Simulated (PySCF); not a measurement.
Löwdin shares of the frontier orbitals

Compound: C2H2ClF3O2S.
Numbering: `[O:1]=[S:2](=[O:3])([Cl:4])[C:5]([F:6])([F:7])[CH2:8][F:9]` (hydrogens: H10, H11 on C8)

Cartesian coordinates in Å at the GFN2-xTB level; atoms count from 1:
```xyz
11
C2H2ClF3O2S angstrom
O      1.3737   -1.5178    0.5631
S      1.3849   -0.2294   -0.0308
O      1.7800   -0.0383   -1.3773
Cl     2.5269    0.9670    1.1121
C     -0.2994    0.5601    0.2721
F     -0.2587    1.7865   -0.2641
F     -0.4177    0.7101    1.5993
C     -1.3673   -0.3405   -0.3133
F     -0.7784   -1.1545   -1.2336
H     -2.1472    0.2347   -0.8265
H     -1.7913   -0.9753    0.4729
```

Theory: PySCF 2.14.0, density-fitted response routines, TDDFT B3LYP/def2-SVPD, vertical, gas phase, core orbitals frozen in the response.

Frontier orbitals with the atoms that hold most of them (Löwdin shares over 4%, at most four atoms; ? is withheld):

```csv
orbital,ε (eV),atoms
HOMO-3,-10.17,"O1 39%, O3 36%, Cl4 10%, S2 9%"
HOMO-2,-10.05,"Cl4 74%, S2 7%, O3 5%, O1 5%"
HOMO-1,-9.46,"O1 21%, O3 20%, Cl4 16%, C5 11%"
HOMO,-9.23,?
LUMO,?,?
LUMO+1,-0.42,"S2 21%, C8 15%, Cl4 12%, F9 10%"
LUMO+2,0.14,"C8 15%, F7 14%, S2 14%, H10 12%"
```

Which atoms hold the HOMO, and with what shares?

Cl4 (bonded to S) 46%; O3 (bonded to S) 27%; O1 (bonded to S) 24%. By element: oxygen 50%, chlorine 46%.

Which atoms hold the LUMO, and with what shares?

Cl4 (bonded to S) 40%; S2 (bonded to C, Cl and 2 O) 24%; C5 (bonded to C, 2 F and S) 11%; O3 (bonded to S) 8%.

What is the LUMO energy, and the HOMO–LUMO gap?

ε(LUMO) = -2.26 eV; the gap is 6.97 eV (0.2562 hartree).

The HOMO–LUMO gap is 6.97 eV. Where does the response calculation put the lowest singlet, and from which orbitals?

S1 is at 5.75 eV (f = 0.0047), 1.22 eV below the gap, made of HOMO→LUMO (97%). Without the coupling terms of the response equations the lowest excitation would equal the gap.

One configuration dominates each of S1, S2, S3 and S7. Which, and how do the shares of the two leading atoms of either orbital change from the occupied to the empty one?

- S1 (5.75 eV, f 0.0047), HOMO→LUMO (97%): Cl4 46% → 40%, O3 27% → 8%, S2 at most 4% → 24%
- S2 (6.27 eV, f 0.082), HOMO-1→LUMO (83%): O1 21% → at most 8%, O3 20% → 8%, Cl4 16% → 40%, S2 at most 12% → 24%
- S3 (6.55 eV, f 0.045), HOMO-2→LUMO (87%): Cl4 74% → 40%, S2 7% → 24%
- S7 (7.69 eV, f 0.0005), HOMO→LUMO+1 (93%): Cl4 46% → 12%, O3 27% → at most 10%, S2 at most 4% → 21%, C8 at most 4% → 15%

Löwdin shares depend on the basis, the more so with diffuse functions.

The run took 84 s wall on one thread of an Arm Neoverse N1, no GPU (shared host), and the process peaked at 0.86 GiB of memory.

One conformer stands for the species.
